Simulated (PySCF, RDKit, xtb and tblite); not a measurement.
Internal rotation in SMILES c1coc([SiH2]c2ccco2)c1. Scanned: dihedral O3–C4–Si5–C6; all other coordinates were relaxed at GFN2-xTB. Points at φ and −φ are mirror images. Heavy atoms are numbered in the order of the SMILES c1coc([SiH2]c2ccco2)c1, hydrogens after them in the order of the atoms that carry them; the mirror image has the same energies with the sign of each dihedral reversed.

MMFF94 // GFN2-xTB (RDKit); RKS-B3LYP/LANL2DZ = restricted B3LYP/LANL2DZ, with its core potentials past Ne // GFN2-xTB (PySCF); GFN2-xTB (xtb and tblite).

Energies in kJ/mol, each method relative to its own lowest point.

```tsv
φ / °	MMFF94	RKS-B3LYP/LANL2DZ	GFN2-xTB
-160	2.19	1.21	0.00
-140	1.53	1.44	0.21
-120	1.06	2.24	0.94
-100	0.38	1.80	1.36
-80	0.00	0.59	1.13
-60	0.37	0.00	0.61
-40	1.67	0.97	0.39
-20	3.18	2.87	0.72
0	3.83	3.69	1.02
20	3.18	2.87	0.72
40	1.67	0.97	0.39
60	0.37	0.00	0.61
80	0.00	0.59	1.13
100	0.38	1.80	1.36
120	1.06	2.24	0.94
140	1.53	1.44	0.21
160	2.19	1.21	0.00
180	2.41	2.68	0.69
```

MMFF94 has few fitted parameters for silicon.
